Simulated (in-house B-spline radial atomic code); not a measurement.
# Cr III (Cr2+): [Ar] 3d4

All numbers are computed (non-relativistic r2SCAN, spin-polarised, spherical fractional occupations; point nucleus) with a radial B-spline atomic code at the basis-set limit, not measured.

Screening seen three ways: the hydrogenic charge with the same mean radius, Z_r = [3n² - l(l+1)]/(2<r>), the one with the same energy, Z_e = n√(-2ε), and Slater's rules. Values are occupation-weighted means over spin.

```json
{"shell": "1s", "electrons": "2", "ε (eV)": "-5876.5", "<r> (bohr)": "0.0642", "Z_r": "23.36", "Z_e": "20.78", "Slater": "23.70"}
{"shell": "2s", "electrons": "2", "ε (eV)": "-686.56", "<r> (bohr)": "0.2953", "Z_r": "20.32", "Z_e": "14.21", "Slater": "19.85"}
{"shell": "2p", "electrons": "6", "ε (eV)": "-585.11", "<r> (bohr)": "0.2607", "Z_r": "19.18", "Z_e": "13.12", "Slater": "19.85"}
{"shell": "3s", "electrons": "2", "ε (eV)": "-95.503", "<r> (bohr)": "0.907", "Z_r": "14.88", "Z_e": "7.95", "Slater": "12.75"}
{"shell": "3p", "electrons": "6", "ε (eV)": "-66.762", "<r> (bohr)": "0.961", "Z_r": "13.01", "Z_e": "6.65", "Slater": "12.75"}
{"shell": "3d", "electrons": "4", "ε (eV)": "-24.465", "<r> (bohr)": "1.194", "Z_r": "8.79", "Z_e": "4.02", "Slater": "4.95"}
```

The least bound orbital is 3d up at -24.46 eV, and it is also the most diffuse (<r> = 1.194 bohr).
